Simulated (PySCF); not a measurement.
H2I2O2Si. Atoms are numbered in the order given.

```xyz
7

O     -0.0958     1.3946    -1.8212
Si     0.0000     0.0000    -0.9162
O      0.0958    -1.3946    -1.8212
I     -2.0457     0.0016     0.4380
I      2.0457    -0.0016     0.4380
H      0.7486     1.6613    -2.2314
H     -0.7486    -1.6613    -2.2314
```

The structure is a stationary point at PBE-D3(BJ)/def2-SVP. This is a generated structure with no PubChem entry under its InChIKey; it may be hypothetical. The def2 effective core potentials stand for the cores of I; spin–orbit coupling is left out. One conformer was computed; it need not be the lowest.

The numbers are results of CAM-B3LYP/def2-TZVP in PySCF, not measurements.

Symmetry labels are those of the subgroup C2 that the program uses (full group C2).

Computed valence orbital energies around the gap with their symmetry:
| orbital | symmetry | energy (eV) |
|---|---|---|
| HOMO−7 | A | -13.09 |
| HOMO−6 | B | -11.45 |
| HOMO−5 | A | -11.42 |
| HOMO−4 | B | -10.59 |
| HOMO−3 | A | -9.64 |
| HOMO−2 | B | -9.33 |
| HOMO−1 | A | -9.12 |
| HOMO | B | -8.94 |
| LUMO | A | -0.35 |
| LUMO+1 | A | 1.06 |
| LUMO+2 | B | 1.47 |
| LUMO+3 | B | 1.66 |
